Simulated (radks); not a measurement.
Q: Calculated with a radial shooting solver on a logarithmic mesh with Libxc functionals: non-relativistic Kohn-Sham, LDA (Slater exchange, Perdew-Wang correlation), spin-polarised, spherical densities, point nucleus; open shells are filled with parallel spins first. Response by self-consistent Sternheimer equations with the Hartree and adiabatic LDA kernel. For heavy and open-shell atoms this level of theory can miss by tens of per cent. Rank Sc2+, Ca+, Cr5+, V4+, Co8+, Mn6+, Fe7+, Ti3+, K (NIST ground configurations) by static dipole polarisability, largest first.

A: K 259.9, Ca+ 69.11, Sc2+ 4.944, Ti3+ 2.306, V4+ 1.444, Cr5+ 1.007, Mn6+ 0.7426, Fe7+ 0.5683, Co8+ 0.4467 bohr^3.
